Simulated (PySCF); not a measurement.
# Br²⁰⁺: ionisation energy

Br²⁰⁺ [Ne] 3s2 3p3 [3p1/2^2 3p3/2^1, M_J = 3/2] → Br²¹⁺ [Ne] 3s2 3p2 [3p1/2^2, M_J = 0], as a difference of total energies. Calculation: PySCF 2.14, in an uncontracted even-tempered set (19 s from 2.3 bohr⁻², ratio 2.4; 13 p from 2.9 bohr⁻², ratio 2.4; 5 d from 12 bohr⁻², ratio 2.6; 4 f from 18 bohr⁻², ratio 2.6); the two-component X2C-1e Hamiltonian. Correlated levels: 1s2 frozen; the 50 highest virtual spinors dropped. "Screened" scales the spin-orbit matrix elements by Boettger's factors to mimic the two-electron term; Breit and QED terms are absent.

| method | ionisation energy (eV) |
| --- | --- |
| GHF (spin-free) | 868.48 |
| GMP2 (spin-free) | 868.94 |
| GHF (screened spin-orbit) | 862.86 |
| GMP2 (screened spin-orbit) | 862.63 |

How much does correlation contribute at GMP2 (screened spin-orbit)?

862.63 − (862.86) = -0.23 eV, measured against GHF (screened spin-orbit).

Breit and QED terms and the two-electron picture change are absent.

The spin-free rows relax to the high-spin LS determinant and lack the spin-orbit shift.

The labels give the starting determinants; with spin-orbit coupling the two ends relaxed to ⟨J²⟩ = 3.76, ⟨L²⟩ = 0.47, ⟨S²⟩ = 3.16 and ⟨J²⟩ = 0.06, ⟨L²⟩ = 1.38, ⟨S²⟩ = 1.38.

For comparison: 870 ± 3 eV (semi-empirical (NIST evaluation); NIST Atomic Spectra Database, ionization energies).
